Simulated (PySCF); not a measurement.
## Relaxation of doublet BiSe₂

These are results of UPBE0/[Bi def2-SVP with ECP60, Se def2-SVP], scalar-relativistic core potentials, density fitting, no spin–orbit coupling, PySCF, not measurements. A (50,194) grid was used.

A hand-made bent start, of C2v symmetry, held to at least that symmetry:

```xyz
3
charge 0 multiplicity 2, angstrom
Bi    0.0000    0.0000   -0.6165
Se    2.0315    0.0000    0.8060
Se   -2.0315    0.0000    0.8060
```

Question: What does it relax to?

Answer: It ends at C2v with Bi–Se 2.512 Å (×2); Se–Bi–Se 85.3° (after a last refinement on a finer grid). A frequency run shows a minimum. Other isomers or separated fragments may lie lower.

Question: How much energy is released, and in how many steps?

Answer: 27.4 kJ/mol in 7 steps.

Spin–orbit coupling, left out here, can matter for elements this heavy.

The relaxation took 36 s on 2 threads of a shared Intel Xeon Platinum 8375C @ 2.90GHz (Ice Lake) host, with 90 basis functions and 9 gradients; the process peaked at 0.59 GiB. Launch command: `OMP_NUM_THREADS=2 python axn.py task.json out`.
